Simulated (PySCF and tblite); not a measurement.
Results of a calculation; reference values are marked as such.
C3H5F2GeN, numbered as in [N:1]#[C:2][C:3]([F:4])([F:5])[CH2:6][GeH3:7].

Search: ETKDG and KDG, UFF, GFN2-xTB, 60 starts; geometries at GFN2-xTB. Energies: PBE0-D3(BJ)/pcSseg-1, with GFN2-xTB thermal terms (modes under about 100 cm⁻¹ blended into free rotors). Symmetry numbers and mirror images are counted. Conformers within 3 kcal/mol (GFN2-xTB free energy) were kept, 9 at most. Codes: tblite and PySCF.

Rotational constants are equilibrium values for the commonest isotopes; dipoles come from the energy level named.

Torsions listed: F4–C3–C6–Ge7. Of a mirror pair one member is shown.

```tsv
conformer	shape	symmetry
1	57°	Cs
2	158°	C1 (pair)
```

**Question.** Give the rotational constants and dipole components, as needed to look for these species in a jet-cooled rotational spectrum.

**Answer.** 
```json
{"conformer": "1", "A (MHz)": "4427", "B (MHz)": "887", "C (MHz)": "863", "abs μa (D)": "2.85", "abs μb (D)": "1.03", "abs μc (D)": "0.00", "κ": "-0.99", "Ic−Ia−Ib (u Å²)": "-98.1"}
{"conformer": "2", "A (MHz)": "2899", "B (MHz)": "1095", "C (MHz)": "943", "abs μa (D)": "2.26", "abs μb (D)": "1.60", "abs μc (D)": "1.35", "κ": "-0.85", "Ic−Ia−Ib (u Å²)": "-100.2"}
```

**Question.** Which type of transition is strongest for conformer 1?

**Answer.** a-type, since that component is clearly the largest; the top is near-prolate.


Conformer gaps in pcSseg-1 on xTB geometries can be 2 kcal/mol off for S=O, P=O and other polar bonds.